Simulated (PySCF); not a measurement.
[BrH2]+: from structure and modes to constants

Method: PySCF, PBE0, basis Br def2-TZVP, H def2-TZVP (no relativity, density fitting).

The singlet minimum has C2v symmetry. Masses (u): Br 78.91834, H 1.00782.

```xyz
3
charge 1 multiplicity 1, angstrom
Br    0.0000    0.0000   -0.0249
H     1.0458    0.0000    0.9753
H    -1.0458    0.0000    0.9753
```

Harmonic wavenumbers (cm⁻¹): 1067.3 (a1, ×1), 2493.0 (b2, ×1), 2499.5 (a1, ×1).

**Question.** What is the harmonic zero-point energy?

**Answer.** Half the sum of all 3 wavenumbers, 6060/2 = 3030 cm⁻¹, which is 36.2 kJ/mol (1 cm⁻¹ = 0.0119627 kJ/mol).

**Question.** Find the vibrational entropy and heat capacity at 298.15 K.

**Answer.** With u = 1.43878 ω/T, each mode gives S = R[u/(eᵘ−1) − ln(1−e⁻ᵘ)] and C = R u² eᵘ/(eᵘ−1)².
| ω (cm⁻¹) | u | S (J/(mol K)) | C (J/(mol K)) |
| --- | --- | --- | --- |
| 1067.3 | 5.151 | 0.30 | 1.29 |
| 2493.0 | 12.031 | 0.00 | 0.01 |
| 2499.5 | 12.062 | 0.00 | 0.01 |
The sums over all modes are S = 0.3 and C = 1.3 J/(mol K); the softest mode gives 100 % of the entropy.

**Question.** Give the standard entropy (298.15 K, 1 bar) by its translational, rotational, vibrational and spin parts, and Cp.

**Answer.** Sackur–Tetrode with M = 80.93 u gives 163.7; rotation with symmetry number 2 gives 54.8; vibration 0.3; spin R ln 1 = 0.0. The total is 218.7 J/(mol K), and Cp = 4 R + 1.3 = 34.6 J/(mol K).

Only a few start shapes were tried, so a lower isomer may exist.
